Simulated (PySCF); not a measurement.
# MSn anions for M along the alkaline earths

PBE with double-zeta basis sets in PySCF, for the lowest determinant that a PBE0 search found; no spin–orbit coupling. De refers to high-spin ground-configuration atoms (the charge goes to the atom of lower measured ionisation energy or higher electron affinity, which is not always the lowest computed limit). A positive dipole points towards Sn; it is taken about the centre of mass and depends on that origin.

```tsv
M	basis	charged atom	state (unpaired electrons)	Re (Å)	ωe (cm⁻¹)	De (eV)	μ (D)
Be	aug-cc-pVDZ/aug-cc-pVDZ-PP	Sn−	quartet (σ ↑, π ↑↑)	2.445	398	1.50	4.71
Mg	aug-cc-pVDZ/aug-cc-pVDZ-PP	Sn−	quartet (σ ↑, π ↑↑)	2.934	176	0.92	4.28
Ca	def2-SVPD	Sn−	quartet (σ ↑, π ↑↑)	3.134	155	1.55	4.99
Sr	def2-SVPD	Sn−	quartet (σ ↑, π ↑↑)	3.329	107	1.41	2.12
```

The shortest bond is that of BeSn⁻ (2.445 Å), the longest that of SrSn⁻ (3.329 Å).

The rows differ in basis set, which adds steps of its own.

Down a group the atoms grow and get heavier, so bonds lengthen and wavenumbers fall; this series shows no clear exception.

Spin–orbit coupling is left out, which matters for elements this heavy, above all for dissociation energies. For an ion De counts to the pair picked by the measured ionisation energies or electron affinities, which need not be the lowest pair at this level. The highest Kohn–Sham level is positive in some of these anions. Much of that is self-interaction error, but it also means that the finite basis helps to hold the extra electron. States were picked by a PBE0 search and need not be the measured ground states.
